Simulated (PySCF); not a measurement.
SbH4, doublet: molecular constants

Level of theory: UPBE0/[Sb def2-TZVP with ECP28, H def2-TZVP], scalar-relativistic core potentials, density fitting, no spin–orbit coupling, PySCF.

The structure is a minimum.

```xyz
5
charge 0 multiplicity 2, angstrom
Sb    0.0000    0.0000   -0.0170
H     0.0000    1.8278   -0.1035
H     0.0000   -1.8278   -0.1035
H     1.2600    0.0000    1.1182
H    -1.2600    0.0000    1.1182
```

```
Point group                                                                   : C2v
Bond lengths                                                                  : Sb–H 1.696 Å (×2), Sb–H 1.830 Å (×2)
Bond angles                                                                   : H–Sb–H 91.8° (×4), H–Sb–H 96.0°, H–Sb–H 174.6°
Entropy at 298.15 K and 1 bar (electronic part: spin only)                    : 251.1 J/(mol K)
Principal quadrupole moments (Buckingham, traceless) about the centre of mass : -2.92, 0.44, 2.47 D Å
Rotational constants                                                          : 2.918, 1.811, 1.697 cm⁻¹
Zero-point energy                                                             : 61.2 kJ/mol
Rotational symmetry number                                                    : 2
Enthalpy at 298.15 K above 0 K                                                : 11.59 kJ/mol
Spin squared ⟨S²⟩                                                             : 0.765
Dipole moment                                                                 : 0.20 D
Lowest empty level (β)                                                        : -2.52 eV
Highest occupied level (α)                                                    : -5.75 eV
Heat capacity Cp at 298.15 K                                                  : 52.2 J/(mol K)
Atomisation energy without zero-point energy                                  : 831 kJ/mol
Principal polarisabilities                                                    : 39.1, 41.2, 61.9 bohr³
```

Harmonic modes (masses in u: Sb 120.904, H 1.008):
```json
{"symmetry": "b2", "ω (cm⁻¹)": "496", "IR (km/mol)": "31.7", "type": "bend"}
{"symmetry": "a1", "ω (cm⁻¹)": "609", "IR (km/mol)": "42.7", "type": "bend"}
{"symmetry": "a1", "ω (cm⁻¹)": "775", "IR (km/mol)": "14.9", "type": "bend"}
{"symmetry": "b1", "ω (cm⁻¹)": "817", "IR (km/mol)": "95.4", "type": "bend"}
{"symmetry": "a2", "ω (cm⁻¹)": "840", "IR (km/mol)": "0.0", "type": "bend"}
{"symmetry": "b1", "ω (cm⁻¹)": "1123", "IR (km/mol)": "229", "type": "stretch"}
{"symmetry": "a1", "ω (cm⁻¹)": "1520", "IR (km/mol)": "1.4", "type": "stretch"}
{"symmetry": "a1", "ω (cm⁻¹)": "2017", "IR (km/mol)": "84.4", "type": "stretch"}
{"symmetry": "b2", "ω (cm⁻¹)": "2026", "IR (km/mol)": "122", "type": "stretch"}
```

In C2v the vibrations span 2b2 + 4a1 + 2b1 + a2. The a2 mode carries no infrared intensity, as symmetry demands.

Charges (e):
```csv
atom,Mulliken,Löwdin,polar tensor,spin (Mulliken),Mayer order to Sb1
Sb1,0.07,0.12,0.79,0.20,–
"H2,3",-0.05,-0.04,-0.21,0.43,0.69
"H4,5",0.01,-0.02,-0.19,-0.03,0.96
```

Mulliken populations on Sb1 (electrons outside its core potential): s 3.72, p 8.98, d 10.20, f 0.02.

This need not be the most stable arrangement of these atoms. With an element this heavy the missing spin–orbit coupling can shift these numbers.

The final relaxation and frequency run took 33 s on 2 threads of a shared Arm Neoverse V1 host, with 74 basis functions and 13 gradients; the process peaked at 1 GiB. Launch command: `OMP_NUM_THREADS=2 python axn.py task.json out`.
